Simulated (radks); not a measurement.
Problem. Radial electron density D(r) = 4 pi r^2 rho(r) of an atom or ion with 9 electrons. All-electron calculation, scalar-relativistic Kohn-Sham, SCAN, spin-polarised, spherical densities, finite nucleus; meta-GGA in the generalised Kohn-Sham scheme; Fermi nuclear charge, rms radius of each element as measured or else 0.836 A^(1/3) + 0.57 fm. Program: a radial shooting solver on a logarithmic mesh with Libxc functionals.

r (bohr),D(r) (e/bohr),spin D(r)
0.01445,0.9177,0.0000908
0.01604,1.098,0.000115
0.01794,1.327,0.000148
0.0199,1.576,0.000190
0.02208,1.865,0.000245
0.0245,2.198,0.000319
0.02741,2.609,0.000429
0.03041,3.043,0.000571
0.03374,3.528,0.000767
0.03744,4.064,0.00104
0.04188,4.694,0.00145
0.04647,5.323,0.00200
0.05156,5.982,0.00277
0.05721,6.658,0.00385
0.06348,7.331,0.00537
0.07101,8.024,0.00768
0.07879,8.608,0.0107
0.08743,9.100,0.0149
0.09701,9.468,0.0206
0.1085,9.690,0.0291
0.1204,9.706,0.0398
0.1336,9.524,0.0541
0.1482,9.142,0.0729
0.1658,8.528,0.0993
0.184,7.807,0.131
0.2041,6.998,0.170
0.2265,6.171,0.218
0.2534,5.350,0.282
0.2811,4.732,0.351
0.3119,4.312,0.430
0.3461,4.127,0.516
0.3871,4.194,0.615
0.4296,4.468,0.708
0.4767,4.883,0.794
0.5289,5.353,0.869
0.5869,5.791,0.924
0.6564,6.125,0.952
0.7284,6.240,0.946
0.8082,6.133,0.908
0.8968,5.805,0.840
1.003,5.239,0.740
1.113,4.572,0.632
1.235,3.832,0.517
1.37,3.084,0.404
1.533,2.330,0.294
1.701,1.717,0.207
1.887,1.211,0.137
2.094,0.8169,0.0847
2.342,0.5069,0.0461
2.599,0.3084,0.0234
2.884,0.1777,0.0101
3.2,0.09663,0.00327
3.579,0.04673,0.000190
3.971,0.02215,-0.000629
4.406,0.009722,-0.000637

What is the nuclear charge?

Solution. Z = 9. The innermost maximum, from 1s, lies near gamma/Z bohr with gamma = sqrt(1 - (Z/c)^2) = 0.998, here 0.111 bohr (found: 0.116), and its height grows with Z. The density is that of neutral fluorine in [He] 2s2 2p5; the configuration itself is not fixed sharply by these data. D(r) has 2 maxima, at r = 0.116, 0.728 bohr, and minima at 0.355 bohr, inside which lie 2.20 electrons.
